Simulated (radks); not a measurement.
All-electron atom: the thallium ion Tl2+ in [Xe] 4f14 5d10 6s1.

Method: non-relativistic Kohn-Sham, PBE, spin-polarised, spherical densities, point nucleus; open shells are filled with parallel spins first (spin-orbit coupling, left out, can overturn this in heavy ions); relativity is left out, which matters for an element this heavy; computed with a radial shooting solver on a logarithmic mesh with Libxc functionals.

Energy parts (hartree):
total: -18964.7118
kinetic: 18960.2700
electron-nucleus: -45097.4931
Hartree: 7527.9233
exchange-correlation: -355.4120

Orbitals (lengths in bohr, moments of r in powers of bohr; <r^-3> diverges for s and p1/2; r(max) is where P^2 peaks):
1s up: occ. 1; eigenvalue (hartree) -2830.125; r(max) 0.01240; <r^2> 0.0004666; <r> 0.01869
1s down: occ. 1; eigenvalue (hartree) -2830.124; r(max) 0.01240; <r^2> 0.0004666; <r> 0.01869
2s up: occ. 1; eigenvalue (hartree) -475.8246; r(max) 0.06737; <r^2> 0.007243; <r> 0.07863
2s down: occ. 1; eigenvalue (hartree) -475.8244; r(max) 0.06737; <r^2> 0.007243; <r> 0.07863
2p up: occ. 3; eigenvalue (hartree) -457.9851; r(max) 0.05223; <r^2> 0.005339; <r> 0.06642; <r^-3> 18870
2p down: occ. 3; eigenvalue (hartree) -457.9848; r(max) 0.05223; <r^2> 0.005339; <r> 0.06642; <r^-3> 18870
3s up: occ. 1; eigenvalue (hartree) -113.1984; r(max) 0.1838; <r^2> 0.04464; <r> 0.1980
3s down: occ. 1; eigenvalue (hartree) -113.1981; r(max) 0.1838; <r^2> 0.04464; <r> 0.1980
3p up: occ. 3; eigenvalue (hartree) -104.7366; r(max) 0.1727; <r^2> 0.04103; <r> 0.1885; <r^-3> 4135
3p down: occ. 3; eigenvalue (hartree) -104.7362; r(max) 0.1727; <r^2> 0.04103; <r> 0.1885; <r^-3> 4135
3d up: occ. 5; eigenvalue (hartree) -88.94618; r(max) 0.1355; <r^2> 0.03151; <r> 0.1644; <r^-3> 739.6
3d down: occ. 5; eigenvalue (hartree) -88.94589; r(max) 0.1355; <r^2> 0.03151; <r> 0.1644; <r^-3> 739.6
4s up: occ. 1; eigenvalue (hartree) -25.13593; r(max) 0.4084; <r^2> 0.2118; <r> 0.4338
4s down: occ. 1; eigenvalue (hartree) -25.13523; r(max) 0.4084; <r^2> 0.2118; <r> 0.4338
4p up: occ. 3; eigenvalue (hartree) -21.44247; r(max) 0.4070; <r^2> 0.2165; <r> 0.4369; <r^-3> 988.9
4p down: occ. 3; eigenvalue (hartree) -21.44174; r(max) 0.4070; <r^2> 0.2165; <r> 0.4369; <r^-3> 989.0
4d up: occ. 5; eigenvalue (hartree) -14.63358; r(max) 0.3985; <r^2> 0.2255; <r> 0.4424; <r^-3> 157.4
4d down: occ. 5; eigenvalue (hartree) -14.63282; r(max) 0.3985; <r^2> 0.2255; <r> 0.4424; <r^-3> 157.4
4f up: occ. 7; eigenvalue (hartree) -5.44274; r(max) 0.3532; <r^2> 0.2501; <r> 0.4573; <r^-3> 35.43
4f down: occ. 7; eigenvalue (hartree) -5.44189; r(max) 0.3532; <r^2> 0.2501; <r> 0.4572; <r^-3> 35.44
5s up: occ. 1; eigenvalue (hartree) -4.42976; r(max) 0.8946; <r^2> 1.065; <r> 0.9747
5s down: occ. 1; eigenvalue (hartree) -4.42783; r(max) 0.8947; <r^2> 1.063; <r> 0.9742
5p up: occ. 3; eigenvalue (hartree) -3.21669; r(max) 0.9436; <r^2> 1.247; <r> 1.051; <r^-3> 176.9
5p down: occ. 3; eigenvalue (hartree) -3.21382; r(max) 0.9437; <r^2> 1.243; <r> 1.050; <r^-3> 177.2
5d up: occ. 5; eigenvalue (hartree) -1.28929; r(max) 1.105; <r^2> 2.099; <r> 1.344; <r^-3> 17.89
5d down: occ. 5; eigenvalue (hartree) -1.27961; r(max) 1.103; <r^2> 2.066; <r> 1.334; <r^-3> 18.13
6s up: occ. 1; eigenvalue (hartree) -0.82178; r(max) 2.242; <r^2> 7.215; <r> 2.538
6s down: occ. 0; eigenvalue (hartree) -0.78726; r(max) 2.237; <r^2> 7.169; <r> 2.530

The highest occupied level is 6s up at -22.362 eV. Summed over all electrons, <r^2> = 45.81 bohr^2, which gives a Langevin (diamagnetic) susceptibility term of -36.3 x 10^-6 cm^3/mol. Spin moment in Bohr magnetons: 1. The density falls to 0.001 e/bohr^3 at r = 3.74 bohr. Virial ratio -V/T = 2.00023. The spin density at the nucleus is 26.21 e/bohr^3 (1s 0.06, 2s 0.03, 3s 0.02, 4s -0.02, 5s -0.10, 6s 26.22).
